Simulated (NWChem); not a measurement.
System: C$_{3}$H$_{5}$, doublet; SMILES C=[C]C

Parts of the log:

```
             Northwest Computational Chemistry Package (NWChem) 7.3.0
             --------------------------------------------------------

 C1  symmetry detected

                             Geometry "geometry" -> ""
                             -------------------------

 Output coordinates in angstroms (scale by  1.889725989 to convert to a.u.)

  No.       Tag          Charge          X              Y              Z
 ---- ---------------- ---------- -------------- -------------- --------------
    1 C                    6.0000     0.09741318    -1.34732612    -0.00003008
    2 C                    6.0000    -0.37499531    -0.12127396     0.00011737
    3 C                    6.0000     0.07476209     1.27087483    -0.00002572
    4 H                    1.0000    -0.55725874    -2.22652954    -0.00028420
    5 H                    1.0000     1.18248397    -1.54587409     0.00021661
    6 H                    1.0000     1.18042118     1.33660482     0.00332769
    7 H                    1.0000    -0.29163491     1.81000784    -0.88882124
    8 H                    1.0000    -0.29709129     1.81214245     0.88519170

 Effective nuclear repulsion energy (a.u.)      63.6684545507

  xc_inp: hfexch multiplicative factor not found.

                                 NWChem DFT Module
                                 -----------------

 Summary of "ao basis" -> "ao basis" (spherical)
 ------------------------------------------------------------------------------
       Tag                 Description            Shells   Functions and Types
 ---------------- ------------------------------  ------  ---------------------
 C                           6-31g*                  6       14   3s2p1d
 H                           6-31g*                  2        2   2s

            General Information
            -------------------
          SCF calculation type: DFT
          Wavefunction type:  spin polarized.
          No. of atoms     :     8
          No. of electrons :    23
           Alpha electrons :    12
            Beta electrons :    11
          Charge           :     0
          Spin multiplicity:     2
          Use of symmetry is: off; symmetry adaption is: off
          Maximum number of iterations: 150
          AO basis - number of functions:    52
                     number of shells:    28
          Convergence on energy requested:  1.00D-06
          Convergence on density requested:  1.00D-05
          Convergence on gradient requested:  5.00D-04

              XC Information
              --------------
                     Hartree-Fock (Exact) Exchange  1.000

      Superposition of Atomic Density Guess
      -------------------------------------

 Sum of atomic energies:        -115.47192514

      Non-variational initial energy
      ------------------------------

 Total energy =    -117.152118
 1-e energy   =    -279.390222
 2-e energy   =      98.569649
 HOMO         =      -0.130288
 LUMO         =       0.054580

     ---------------------------------------------
      Total Density - Mulliken Population Analysis
     ---------------------------------------------

    Atom       Charge   Shell Charges
 -----------   ------   -------------------------------------------------------
    1 C    6     6.63   2.00  0.74  2.00  0.63  1.23  0.03
    2 C    6     5.89   2.00  0.75  1.70  0.59  0.83  0.03
    3 C    6     6.68   2.00  0.71  2.01  0.68  1.24  0.03
    4 H    1     0.76   0.45  0.31
    5 H    1     0.77   0.45  0.32
    6 H    1     0.76   0.45  0.31
    7 H    1     0.75   0.46  0.30
    8 H    1     0.76   0.46  0.30

     --------------------------------------------
      Spin Density - Mulliken Population Analysis
     --------------------------------------------

    Atom       Charge   Shell Charges
 -----------   ------   -------------------------------------------------------
    1 C    6     0.04   0.00  0.01  0.02 -0.00 -0.00  0.01
    2 C    6     0.72   0.00  0.02  0.37  0.06  0.26  0.00
    3 C    6     0.04   0.00  0.01  0.03 -0.00  0.00  0.01
    4 H    1     0.03   0.02  0.01
    5 H    1     0.10   0.04  0.06
    6 H    1     0.07   0.03  0.04
    7 H    1     0.00   0.00  0.00
    8 H    1     0.00   0.00  0.00

   convergence    iter        energy       DeltaE   RMS-Dens  Diis-err
 ---------------- ----- ----------------- --------- --------- ---------
 d= 0,ls=0.0,diis     1   -116.3737074863 -1.80D+02  4.91D-03  5.41D-02
                                                     3.10D-03  4.95D-02
 d= 0,ls=0.0,diis     2   -116.4190660053 -4.54D-02  2.55D-03  5.02D-03
                                                     1.41D-03  7.24D-03
 d= 0,ls=0.0,diis     3   -116.4260343427 -6.97D-03  9.19D-04  1.50D-03
                                                     4.53D-04  9.47D-04
 d= 0,ls=0.0,diis     4   -116.4275164411 -1.48D-03  4.93D-04  1.89D-04
                                                     4.60D-04  4.21D-04
 d= 0,ls=0.0,diis     5   -116.4283030910 -7.87D-04  4.41D-04  2.12D-04
                                                     3.45D-04  1.39D-04
  Resetting Diis
 d= 0,ls=0.0,diis     6   -116.4289025142 -5.99D-04  7.84D-04  1.40D-04
                                                     7.35D-04  1.49D-04
 d= 0,ls=0.0,diis     7   -116.4299604785 -1.06D-03  2.37D-04  1.10D-04
                                                     2.30D-04  1.09D-04
 d= 0,ls=0.0,diis     8   -116.4302567829 -2.96D-04  1.80D-03  9.75D-05
                                                     1.72D-03  9.75D-05
 d= 0,ls=0.0,diis     9   -116.4317627856 -1.51D-03  5.00D-04  1.94D-05
                                                     4.51D-04  1.64D-05
 d= 0,ls=0.0,diis    10   -116.4318840470 -1.21D-04  8.78D-05  1.90D-06
                                                     1.04D-04  4.46D-06
 d= 0,ls=0.0,diis    11   -116.4318784927  5.55D-06  2.10D-04  1.70D-06
                                                     1.92D-04  1.52D-06
 d= 0,ls=0.0,diis    12   -116.4318928137 -1.43D-05  6.63D-06  3.28D-08
                                                     8.00D-06  5.91D-08
 d= 0,ls=0.0,diis    13   -116.4318928849 -7.12D-08  5.70D-06  6.44D-09
                                                     4.38D-06  7.66D-09

         Total DFT energy =     -116.431892884937
      One electron energy =     -281.711942435237
           Coulomb energy =      118.932917968765
    Exchange-Corr. energy =      -17.321322969183
 Nuclear repulsion energy =       63.668454550717

 Numeric. integr. density =        0.000000000000

                    DFT Final Alpha Molecular Orbital Analysis
                    ------------------------------------------

 Vector   10  Occ=1.000000D+00  E=-5.434422D-01
              MO Center=  5.9D-02,  1.2D-01,  1.1D-03, r^2= 3.5D+00
   Bfn.  Coefficient  Atom+Function         Bfn.  Coefficient  Atom+Function
  ----- ------------  ---------------      ----- ------------  ---------------
    32      0.241096  3 C  py                31     -0.236748  3 C  px
     4      0.231062  1 C  py                43     -0.190444  4 H  s
    18     -0.187773  2 C  py                 3      0.171011  1 C  px
    47     -0.163033  6 H  s                 44     -0.161255  4 H  s
    35     -0.141838  3 C  px                48     -0.136896  6 H  s

 Vector   11  Occ=1.000000D+00  E=-3.729722D-01
              MO Center= -2.2D-01, -2.5D-01,  1.5D-04, r^2= 1.9D+00
   Bfn.  Coefficient  Atom+Function         Bfn.  Coefficient  Atom+Function
  ----- ------------  ---------------      ----- ------------  ---------------
    19      0.458230  2 C  pz                23      0.374614  2 C  pz
     5      0.270972  1 C  pz                 9      0.197718  1 C  pz
    33     -0.140304  3 C  pz                50      0.136623  7 H  s
    52     -0.136361  8 H  s                 49      0.112029  7 H  s
    51     -0.111832  8 H  s                 37     -0.099300  3 C  pz

 Vector   12  Occ=1.000000D+00  E=-3.679105D-01
              MO Center= -2.3D-01, -1.9D-01, -4.9D-05, r^2= 2.2D+00
   Bfn.  Coefficient  Atom+Function         Bfn.  Coefficient  Atom+Function
  ----- ------------  ---------------      ----- ------------  ---------------
    17      0.524663  2 C  px                21      0.455718  2 C  px
    20     -0.230617  2 C  s                 46     -0.204737  5 H  s
    48     -0.200748  6 H  s                 31     -0.153433  3 C  px
     3     -0.149536  1 C  px                45     -0.149296  5 H  s
    47     -0.139289  6 H  s                 44      0.116205  4 H  s

 Vector   13  Occ=0.000000D+00  E= 1.965738D-01
              MO Center= -3.6D-02, -8.1D-01, -4.4D-04, r^2= 2.6D+00
   Bfn.  Coefficient  Atom+Function         Bfn.  Coefficient  Atom+Function
  ----- ------------  ---------------      ----- ------------  ---------------
     9      0.790990  1 C  pz                23     -0.575349  2 C  pz
     5      0.358595  1 C  pz                50     -0.353796  7 H  s
    52      0.350905  8 H  s                 19     -0.318907  2 C  pz
    37     -0.168587  3 C  pz                49     -0.073264  7 H  s
    51      0.072981  8 H  s                 33     -0.045236  3 C  pz

 Vector   14  Occ=0.000000D+00  E= 2.512443D-01
              MO Center=  1.4D-01,  1.1D+00,  4.6D-04, r^2= 5.2D+00
   Bfn.  Coefficient  Atom+Function         Bfn.  Coefficient  Atom+Function
  ----- ------------  ---------------      ----- ------------  ---------------
    34      2.362485  3 C  s                 50     -1.124661  7 H  s
    52     -1.126349  8 H  s                 48     -1.002118  6 H  s
    44     -0.699123  4 H  s                  6      0.521837  1 C  s
    36      0.480161  3 C  py                 8     -0.433458  1 C  py
    46     -0.368405  5 H  s                 22     -0.249021  2 C  py

 Vector   15  Occ=0.000000D+00  E= 2.948625D-01
              MO Center=  2.6D-01, -1.3D+00, -1.5D-03, r^2= 5.3D+00
   Bfn.  Coefficient  Atom+Function         Bfn.  Coefficient  Atom+Function
  ----- ------------  ---------------      ----- ------------  ---------------
     6      2.031934  1 C  s                 46     -1.394586  5 H  s
    44     -1.349194  4 H  s                 34     -1.226892  3 C  s
     8     -0.652699  1 C  py                50      0.594048  7 H  s
    52      0.588642  8 H  s                 22      0.384357  2 C  py
    20      0.272463  2 C  s                  7      0.243753  1 C  px

                     DFT Final Beta Molecular Orbital Analysis
                     -----------------------------------------

 Vector    9  Occ=1.000000D+00  E=-5.665819D-01
              MO Center= -1.0D-01,  1.4D+00, -1.9D-03, r^2= 1.4D+00
   Bfn.  Coefficient  Atom+Function         Bfn.  Coefficient  Atom+Function
  ----- ------------  ---------------      ----- ------------  ---------------
    33      0.433017  3 C  pz                37      0.241363  3 C  pz
    49     -0.221841  7 H  s                 51      0.221174  8 H  s
    50     -0.171254  7 H  s                 52      0.170747  8 H  s
    19      0.095524  2 C  pz                 5      0.068591  1 C  pz
     9      0.049070  1 C  pz                23      0.028171  2 C  pz

 Vector   10  Occ=1.000000D+00  E=-5.345972D-01
              MO Center=  3.7D-02,  5.1D-02,  8.6D-04, r^2= 3.4D+00
   Bfn.  Coefficient  Atom+Function         Bfn.  Coefficient  Atom+Function
  ----- ------------  ---------------      ----- ------------  ---------------
    32      0.270065  3 C  py                 4      0.246043  1 C  py
    31     -0.215570  3 C  px                 3      0.191313  1 C  px
    18     -0.187533  2 C  py                43     -0.182065  4 H  s
    44     -0.143076  4 H  s                 36      0.142036  3 C  py
    47     -0.137817  6 H  s                 35     -0.129703  3 C  px

 Vector   11  Occ=1.000000D+00  E=-3.754839D-01
              MO Center= -1.2D-02, -9.5D-01, -1.3D-04, r^2= 1.6D+00
   Bfn.  Coefficient  Atom+Function         Bfn.  Coefficient  Atom+Function
  ----- ------------  ---------------      ----- ------------  ---------------
     5      0.491360  1 C  pz                 9      0.420872  1 C  pz
    19      0.234936  2 C  pz                23      0.149217  2 C  pz
    33     -0.091141  3 C  pz                50      0.080792  7 H  s
    52     -0.080620  8 H  s                 49      0.065198  7 H  s
    51     -0.064964  8 H  s                 37     -0.046416  3 C  pz

 Vector   12  Occ=0.000000D+00  E= 1.500156D-01
              MO Center= -3.0D-01, -1.6D-01,  3.9D-04, r^2= 2.6D+00
   Bfn.  Coefficient  Atom+Function         Bfn.  Coefficient  Atom+Function
  ----- ------------  ---------------      ----- ------------  ---------------
    46     -0.560520  5 H  s                 21      0.546402  2 C  px
    48     -0.547125  6 H  s                 17      0.360953  2 C  px
    34      0.358331  3 C  s                 44      0.262522  4 H  s
     7      0.245119  1 C  px                20     -0.226243  2 C  s
    35      0.139640  3 C  px                22     -0.133309  2 C  py

 Vector   13  Occ=0.000000D+00  E= 2.167030D-01
              MO Center= -2.3D-01,  2.4D-02, -7.5D-04, r^2= 3.0D+00
   Bfn.  Coefficient  Atom+Function         Bfn.  Coefficient  Atom+Function
  ----- ------------  ---------------      ----- ------------  ---------------
    23      0.686467  2 C  pz                50      0.605171  7 H  s
    52     -0.601991  8 H  s                  9     -0.556732  1 C  pz
    19      0.373912  2 C  pz                37      0.367660  3 C  pz
     5     -0.255360  1 C  pz                49      0.103806  7 H  s
    51     -0.103444  8 H  s                 33      0.069714  3 C  pz

 Vector   14  Occ=0.000000D+00  E= 2.540685D-01
              MO Center=  3.7D-02,  9.0D-01,  3.7D-04, r^2= 5.7D+00
   Bfn.  Coefficient  Atom+Function         Bfn.  Coefficient  Atom+Function
  ----- ------------  ---------------      ----- ------------  ---------------
    34      2.183191  3 C  s                 50     -1.138140  7 H  s
    52     -1.140203  8 H  s                 44     -0.837676  4 H  s
    48     -0.835483  6 H  s                  6      0.693358  1 C  s
    36      0.535218  3 C  py                 8     -0.456243  1 C  py
    46     -0.392146  5 H  s                 22     -0.152157  2 C  py

     ---------------------------------------------
      Total Density - Mulliken Population Analysis
     ---------------------------------------------

    Atom       Charge   Shell Charges
 -----------   ------   -------------------------------------------------------
    1 C    6     6.45   2.00  0.66  1.99  0.62  1.15  0.04
    2 C    6     5.91   2.00  0.68  1.87  0.53  0.79  0.04
    3 C    6     6.56   2.00  0.64  2.06  0.70  1.11  0.05
    4 H    1     0.81   0.52  0.30
    5 H    1     0.83   0.51  0.31
    6 H    1     0.82   0.51  0.30
    7 H    1     0.81   0.52  0.29
    8 H    1     0.81   0.52  0.29

     --------------------------------------------
      Spin Density - Mulliken Population Analysis
     --------------------------------------------

    Atom       Charge   Shell Charges
 -----------   ------   -------------------------------------------------------
    1 C    6    -0.76  -0.00 -0.02 -0.32 -0.11 -0.33  0.02
    2 C    6     1.60   0.00  0.08  0.79  0.17  0.56 -0.01
    3 C    6    -0.16  -0.00 -0.01 -0.05 -0.03 -0.09  0.01
    4 H    1     0.08   0.04  0.04
    5 H    1     0.13   0.05  0.07
    6 H    1     0.07   0.03  0.04
    7 H    1     0.03   0.02  0.01
    8 H    1     0.03   0.02  0.01

     -------------------------------------------
      Total Density - Lowdin Population Analysis
     -------------------------------------------

[...]
```

Level: UHF/6-31G* (spherical d). The geometry was optimised at PBE0/def2-SVP, spin-unrestricted. The determinant is spin-contaminated (<S²> = 0.95). No stability test was run on the SCF state.

**Question.** Which NWChem input produces such a log?

**Answer.** Several could match; the one computed here: the input that was run:
```
start job
memory heap 200 mb stack 900 mb global 1100 mb
geometry units angstroms noautoz
  C      0.087530    -1.353071    -0.000038
  C     -0.383790    -0.126600    -0.000191
  C      0.067203     1.265149    -0.000393
  H     -0.567922    -2.231693    -0.000361
  H      1.172424    -1.552582     0.000546
  H      1.172919     1.329898     0.003268
  H     -0.298461     1.804487    -0.889366
  H     -0.304423     1.806866     0.884645
end
basis spherical
  C library 6-31g*
  H library 6-31g*
end
dft
  odft
  mult 2
  xc hfexch
  iterations 150
  mulliken
end
task dft energy
```
